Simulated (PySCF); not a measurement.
## Polarisability and C₆ of O²⁺ (oxygen, charge +2)

[He] 2s2 2p2, high-spin 3P determinant. Computed with PySCF 2.14 in aug-cc-pCVQZ-DK, with the spin-free X2C one-electron Hamiltonian (Gaussian nucleus). Coupled (time-dependent) response in atomic units; α is the mean over directions.

```
method  mean α (bohr³)         α xx, yy, zz  C₆ (like pair)  S(−4)
   UHF           1.797  1.914, 1.739, 1.739           2.351  3.628
   PBE           1.742  1.859, 1.684, 1.684           2.333  2.796
  PBE0           1.741  1.860, 1.682, 1.682           2.318  2.873
   M06           1.747  1.861, 1.690, 1.690           2.297  2.895
 wB97X           1.755  1.877, 1.695, 1.695           2.355  2.844
```

S(−4) is the Cauchy moment in α(ω) = α(0) + S(−4) ω² + …

α(iu) at UHF:

```json
{"u (hartree)": "0", "α(iu) (bohr³)": "1.797"}
{"u (hartree)": "0.0500", "α(iu) (bohr³)": "1.788"}
{"u (hartree)": "0.100", "α(iu) (bohr³)": "1.762"}
{"u (hartree)": "0.200", "α(iu) (bohr³)": "1.672"}
{"u (hartree)": "0.300", "α(iu) (bohr³)": "1.553"}
{"u (hartree)": "0.500", "α(iu) (bohr³)": "1.305"}
{"u (hartree)": "0.750", "α(iu) (bohr³)": "1.048"}
{"u (hartree)": "1.00", "α(iu) (bohr³)": "0.8554"}
{"u (hartree)": "1.50", "α(iu) (bohr³)": "0.5989"}
{"u (hartree)": "2.00", "α(iu) (bohr³)": "0.4399"}
{"u (hartree)": "3.00", "α(iu) (bohr³)": "0.2627"}
{"u (hartree)": "5.00", "α(iu) (bohr³)": "0.1221"}
```

A single London oscillator, α(iu) = α/(1 + u²/ω²), gives C₆ = (3/4) ω α². Matching the computed C₆ needs ω = 4 × 2.351 / (3 × 1.797²) = 0.971 hartree.

For an ion, C₆ is the dispersion term alone; charge-induced terms of lower order in 1/R come first.

The components differ because the open shell of this determinant is not spherical; for a pure term their mean is the scalar polarisability.
